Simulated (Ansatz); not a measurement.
Species: sum formula Si3H5F2 (charge 0, doublet). It need not be the lowest isomer of its formula. SMILES: [Si](F)([SiH2])(F)[SiH3]
Geometry from a B3LYP-D3(BJ)/def2-TZVP (Ansatz, a program for electronic structure) optimisation:
```
Si
F 1 1.6056
F 1 1.6056 2 106.69
Si 1 2.3355 2 107.99 3 115.87
H 4 1.4853 1 112.61 2 -175.26
H 4 1.4853 5 109.56 1 126.15
Si 1 2.3533 2 108.41 3 -116.57
H 7 1.4819 1 108.47 2 -63.08
H 7 1.4819 8 109.11 1 117.97
H 7 1.4823 8 109.76 9 120.30
```
Charge 0, spin multiplicity 2.

Quantity: atomisation energy (electronic, to ground-state atoms), in kJ/mol. Valence correlation only, unless marked. UHF or UKS for open shells. No spin-orbit coupling. Non-relativistic. The coupled-cluster limit lacks core correlation, which all-electron functionals hold. CBS marks a two-point X^-3 extrapolation of the correlation energy; Hartree-Fock from the larger set.

| level | program | atomisation energy (kJ/mol) | minus last row |
|---|---|---|---|
| PBE0/def2-TZVP | Ansatz | 3152.4 | -81.1 |
| PBE0/def2-QZVPP | Ansatz | 3158.9 | -74.6 |
| CAM-B3LYP-D4/def2-TZVPD | Ansatz + dftd4 | 3223.6 | -9.9 |
| RPA@PBE/cc-pV(T+d)Z | Ansatz | 2952.8 | -280.7 |
| RI-MP2/CBS(cc-pV(T+d)Z,cc-pV(Q+d)Z) | Ansatz | 3260.9 | 27.4 |
| SCS-MP2/STO-3G | Ansatz | 3191.7 | -41.8 |
| CCSD/STO-3G | Ansatz | 3242.4 | 8.9 |
| CCSD(T)/6-31G | Ansatz | 2413.5 | -820.0 |
| CCSD(T) with core electrons (1s frozen past Ne)/cc-pwCVTZ | Ansatz | 3129.9 | -103.6 |
| CCSD(T)/CBS(cc-pV(T+d)Z,cc-pV(Q+d)Z) | Ansatz | 3233.5 | 0.0 |
